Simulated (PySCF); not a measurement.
B(NCO)(OH)2 (CH₂BNO₃), SMILES O=C=NB(O)O.

Geometry optimised at ωB97X-D3(BJ)/def2-SVP. This is a generated structure with no PubChem entry under its InChIKey; it may be hypothetical. Other conformers were not sampled.

All values below come from ωB97X/def2-TZVP (PySCF).

Gas-phase values at a fixed geometry.

The total energy is -344.79549 hartree and the point group comes out as C2v. The highest occupied level is -11.29 eV, the lowest empty level comes out as 2.21 eV and the orbital gap is 13.50 eV. The dipole moment is 0.44 D and the quadrupole, principal values (traceless, Buckingham form, about the centre of nuclear charge) is -18.66, 4.13, 14.53 D·Å. The mean static polarisability is 40.2 bohr³ (5.95 Å³) and the polarisability, principal values comes out as 24.9, 34.8, 60.8 bohr³.
